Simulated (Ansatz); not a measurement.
`[F][Sn][F]` + NH₃ → `[NH2][Sn][F]` + H–F at 400 K and 1 bar (ligand exchange at the Sn–F bond).

Program: Ansatz. Geometries: PBE0-D4/def2-TZVP. ΔE: electronic, gas phase. CCSD(T)/CBS adds triple-zeta CCSD(T) − MP2 to the extrapolated MP2 energy (def2 sets, frozen cores). This one scheme is used for every species. def2 core potentials past Kr. For Sn outer-core shells are correlated without core-valence functions, which leaves a few kJ/mol of doubt a bond. Each species was taken in one conformer, which may not be the lowest.

```tsv
species	CCSD(T)/CBS energy (Eh)	H − E (kJ/mol)	S (J/(mol·K))
`[F][Sn][F]`	-413.70076	25.8	297.0
NH₃	-56.50880	104.2	203.1
`[NH2][Sn][F]`	-369.78999	90.9	318.4
H–F	-100.39570	36.5	182.2
```

H − E and S are ideal-gas, rigid-rotor, harmonic terms from PBE0-D4/def2-TZVP, for one conformer and one mirror image of each species. 1 Eh = 2625.50 kJ/mol, R = 8.31446 J/(mol·K).

Task: By hand: ΔE, ΔH, ΔS and ΔG.

Result: ΔE = (-369.78999) + (-100.39570) − (-413.70076) − (-56.50880) = 0.02387 Eh = 62.7 kJ/mol. Δ(H − E) = 90.9 + 36.5 − 25.8 − 104.2 = -2.6, so ΔH = 60.1 kJ/mol. ΔS = 318.4 + 182.2 − 297.0 − 203.1 = 0.5 J/(mol·K). ΔG = 60.1 − 400 × (0.5)/1000 = 59.9 kJ/mol.

Task: By hand: the equilibrium constant, and the temperature at which ΔG would vanish if ΔH and ΔS stayed fixed.

Result: log₁₀ K = −ΔG/(RT ln 10) = -7.8. ΔG = 0 at ΔH/ΔS = 120200 K, far beyond where these terms or the molecules hold.

The number of gas molecules stays the same, so ΔS is small and ΔH decides. A doubt of 5 kJ/mol in ΔE shifts log₁₀ K by 0.7 here. Other conformers and mirror images would add mixing entropy, several J/(mol·K) or more a flexible species. These are equilibria of isolated gas molecules and say nothing of rates. Largest T1 diagnostic: 0.017 (customary marks: 0.02 for closed shells, 0.045 for open ones).
